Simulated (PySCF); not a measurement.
Cartesian coordinates in Å; atom numbers follow the order of the lines, from 1:
```xyz
19

C     3.2397    0.2330   -0.2136
C     2.0052   -0.2345    0.5037
O     2.0287   -0.8886    1.5258
C     0.7480    0.1542   -0.1372
N     0.6797    0.9399   -1.2423
N    -0.5355    1.1142   -1.5650
N    -1.3157    0.4581   -0.6983
C    -2.7423    0.4787   -0.8105
C    -0.5588   -0.1674    0.2286
C    -1.1066   -0.9840    1.3298
H     3.3698   -0.3756   -1.1069
H     4.1108    0.1232    0.4263
H     3.1146    1.2628   -0.5351
H    -2.9940    1.0536   -1.6990
H    -3.1316   -0.5363   -0.9054
H    -3.1887    0.9488    0.0679
H    -1.7747   -0.3872    1.9513
H    -1.6728   -1.8285    0.9353
H    -0.2855   -1.3551    1.9370
```

PySCF 2.14.0 with density-fitted response routines calculation with shieldings: GIAO PBE0/pcSseg-1 and geometry: GFN2-xTB; one computed conformer, in vacuum, fast rotation and ring inversion assumed for equivalent nuclei, no relativistic terms.

List the cross peaks expected in HSQC, COSY and HMBC spectra.

## Answers



HSQC (one-bond C–H):
```
                δH         δC
4.01 (H14/H15/H16)  34.2 (C8)
2.90 (H11/H12/H13)  30.5 (C1)
2.88 (H17/H18/H19)  9.9 (C10)
```

HMBC (two and three bonds, from the bond graph):
```
                δH                      δC
4.01 (H14/H15/H16)              145.4 (C9)
2.90 (H11/H12/H13)  200.6 (C2), 147.8 (C4)
2.88 (H17/H18/H19)  147.8 (C4), 145.4 (C9)
```

No COSY cross peaks are expected.

Shifts are taken against calculated references (same method and geometry level): $^{1}$H, $^{13}$C against TMS.

Short H···H contacts in this conformer between protons four or more bonds apart (candidates for NOE cross peaks, intensity ∝ r⁻⁶): H15···H18 2.68 Å.

Shifts are as computed. Against solution values, carbons near 30 ppm lie about +3 ppm off and those near 130 ppm about +5 ppm. Of 1211 compounds with measured shifts, 218 miss one by over three times the rms of a fit or turn the order of signals round; such compounds aren't used in these exercises.
